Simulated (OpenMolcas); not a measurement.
# Pd2+: ligand-field states by method

Pd2+ with its 6 nearest chloride ions at 2.62 Å, on the Y site of Cs2NaYCl6 (a = 10.7396 Å, distance in the model lattice 2.619 Å). The rest of the host is ab initio model potentials to 7.6 Å, with orthogonalisation functions on the cations behind the ligands, and point charges beyond; the distance is set by hand and nothing relaxes, and no local charge compensation is placed. Ligand basis ANO-RCC-VDZP.
```
Pd    0.0000    0.0000    0.0000
Cl    2.6200    0.0000    0.0000
Cl    0.0000    2.6200    0.0000
Cl   -2.6200    0.0000    0.0000
Cl    0.0000   -2.6200    0.0000
Cl    0.0000    0.0000    2.6200
Cl    0.0000    0.0000   -2.6200
```

| Quantity | Value |
| --- | --- |
| Program | OpenMolcas 26.06 |
| Basis | ANO-RCC-VTZP [7s6p4d2f1g] |
| Scalar Hamiltonian | DKH2, point nucleus |
| Active space | 8 electrons in 5 orbitals (4d) |
| State averaging | 2S+1 = 3 even, 10 roots; 2S+1 = 1 even, 15 roots |
| Spin-orbit coupling | state interaction with AMFI integrals over the reference wave functions |

I. CASSCF
II. SS-CASPT2, IPEA 0.25 Eh, imaginary shift 0.1 Eh (closed shells correlated: 4s 4p and the ligand valence shells)
III. SS-CASPT2, IPEA 0.25 Eh, imaginary shift 0.1 Eh (closed shells correlated: the ligand valence shells only)

Spin-free states (labels of O, the rotations of Oh) in cm-1, each column counted from its own energy of the first state listed:

| State | Degeneracy | I | II | III |
| --- | --- | --- | --- | --- |
| 3A2 | 1 | 0 | 0 | 0 |
| 3T2 | 3 | 7945 | 10980 | 10900 |
| 1E | 2 | 12437 | 6330 | 7080 |
| 3T1 | 3 | 13220 | 16110 | 16210 |
| 1A1 | 1 | 20335 | 12980 | 14020 |
| 1T2 | 3 | 20352 | 18610 | 19250 |
| 3T1 | 3 | 23619 | 23630 | 23850 |
| 1T1 | 3 | 24427 | 21880 | 22900 |
| 1E | 2 | 31589 | 33220 | 33880 |
| 1T2 | 3 | 31930 | 33170 | 34000 |
| 1A1 | 1 | 54064 | 47600 | 47460 |

From I to II, I's first state of the same spin (3T2) moves from 7945 to 10980 cm-1, by about +3000 cm-1.

From I to II, I's first state of another spin (1E) moves from 12437 to 6330 cm-1, by about -6100 cm-1.

χT at 300 K: I 1.61, II 1.46, III 1.46 cm3 K/mol.

Roots that are degenerate in the reference are averaged as groups; the widest CASPT2 spread within a group is 100 cm-1 (the 3-fold group of multiplicity 3 near 16100 cm-1 above the lowest state of its run, II). Shifts and gaps below about the spread of the groups concerned are not significant. Over all roots computed the reference weight is 0.65 to 0.66 in II, 0.67 to 0.68 in III; a low but even weight reflects the number of correlated electrons. Real 4d8 and 5d8 ions are as a rule square planar and diamagnetic. Ligand-to-metal charge-transfer states are missing. With no ligand orbital active B as a rule stays too high, so bands that hang on it stand too high and its fall with covalency is understated. Without dynamic correlation the repulsion within the d shell is too large (B by tens of per cent), so at a given field states of lower spin stand too high (holds for I). With metal d orbitals alone the field can be off either way by tens of per cent (holds for I). These CASPT2 states fit no ligand-field parameters well, so their order and spin gaps are uncertain (holds for II; III). With one d shell and no ligand orbital active, 10Dq can be off by a tenth or more (holds for II; III). No measured value stands beside these numbers; the geometry was set by hand and not optimised.
